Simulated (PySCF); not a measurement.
C₃H₉NOSi.
Cartesian coordinates in Å at the PBE0-D3(BJ)/def2-SVP level; atoms count from 1:
```
atom  x, y, z in Å
C1    -0.848    1.259   -0.204
N2    -0.523   -0.141   -0.078
C3    -1.574   -1.032   -0.500
Si4    0.769   -0.627    0.969
C5     2.375    0.292    0.411
O6     3.240    0.625    1.183
H7    -1.702    1.562    0.434
H8     0.011    1.889    0.079
H9    -1.110    1.513   -1.248
H10   -1.860   -0.831   -1.549
H11   -1.242   -2.079   -0.444
H12   -2.493   -0.937    0.113
H13    0.592   -0.331    2.428
H14    0.971   -2.096    0.782
H15    2.495    0.493   -0.695
```

Method: TDDFT CAM-B3LYP/def2-SVPD, vertical, gas phase, core orbitals frozen in the response (PySCF).

Kohn–Sham orbitals with the atoms that hold most of them (Löwdin shares over 4%, at most four atoms; ? is withheld):

```csv
orbital,ε (eV),atoms
LUMO+2,1.46,"Si4 21%, C5 20%, H15 9%, H13 9%"
LUMO+1,1.11,"Si4 21%, C3 17%, C1 13%, H12 6%"
LUMO,-0.43,?
HOMO,?,?
HOMO-1,-8.59,"O6 39%, N2 15%, C5 15%, Si4 10%"
HOMO-2,-11.20,"Si4 35%, H14 25%, H13 18%, O6 4%"
HOMO-3,-11.68,"N2 27%, Si4 16%, C3 12%, C1 12%"
```

(1) Which atoms hold the HOMO, and with what shares?

(2) Which atoms hold the LUMO, and with what shares?

(3) What is the HOMO energy, and the HOMO–LUMO gap?

Results:

(1) N2 (bonded to 2 C and Si) 41%; O6 (bonded to C) 12%; Si4 (bonded to C, N and 2 H) 9%; C5 (bonded to O, Si and H) 8%.

(2) C5 (bonded to O, Si and H) 37%; O6 (bonded to C) 33%; Si4 (bonded to C, N and 2 H) 12%; H15 (bonded to C) 6%.

(3) ε(HOMO) = -7.96 eV; the gap is 7.53 eV (0.2768 hartree).

Question: The HOMO–LUMO gap is 7.53 eV. Where does the response calculation put the lowest singlet, and from which orbitals?

Answer: S1 is at 3.14 eV (f = 0.0003), 4.39 eV below the gap, made of HOMO-1→LUMO (57%), HOMO→LUMO (40%). Its leading pair isn't HOMO and LUMO; the energies of that pair differ by 8.16 eV. 

Next come S2 at 4.79 eV (f 0.0037), HOMO→LUMO (59%), HOMO-1→LUMO (39%); S3 at 6.05 eV (f 0.016), HOMO→LUMO+1 (72%), HOMO→LUMO+2 (10%); S4 at 6.36 eV (f 0.016), HOMO→LUMO+2 (76%), HOMO→LUMO+1 (12%); S5 at 6.75 eV (f 0.0059), HOMO→LUMO+4 (42%), HOMO-1→LUMO+2 (29%), HOMO→LUMO+3 (12%).

One conformer stands for the species.
